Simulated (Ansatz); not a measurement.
Born–Oppenheimer molecular dynamics of AlCl3FH (6 atoms, charge 0, multiplicity 1). It starts at the highest image of a converged band, a first-order saddle point between two minima.

These are results of Ansatz 0.2.0, UKS BLYP-D4/cc-pVDZ, not measurements.

```yaml
ensemble: NVE (velocity Verlet)
time_step: 0.5 fs
steps_asked: 200
starting_velocities_drawn_for: 300 K
seed: 9298
```

First frame:

```xyz
6
Properties=species:S:1:pos:R:3
Al -0.279 -0.443 0.233
F -0.734 1.248 -0.324
Cl -1.009 -1.961 -1.056
Cl -0.265 -0.636 2.345
H 0.512 1.317 -0.623
Cl 1.775 0.475 -0.575
```

Q: How far do the bonds stretch over the last three quarters of this one trajectory? (Pairs bonded in most of those frames.)

A: 
```
   bond  mean (Å)  spread (Å)  shortest  longest
 Al1–F2     2.122       0.101      1.87     2.22
Al1–Cl3     2.134       0.018      2.10     2.16
Al1–Cl4     2.131       0.017      2.11     2.16
Al1–Cl6     2.196       0.064      2.11     2.29
  F2–H5     0.990       0.049      0.92     1.16
```

Mean temperature of the second half: 271 K. The conserved energy stayed within 0.11 meV per atom of its start (net change 0.026 meV per atom), so the integration is sound. A run of 0.1 ps of so small a system gives no equilibrium averages. The orbitals were unrestricted but ended closed-shell.

Run time: 4.7 min on 2 threads of Intel(R) Xeon(R) 6975P-C (Granite Rapids), on a shared host, peak memory 0.19 GiB.
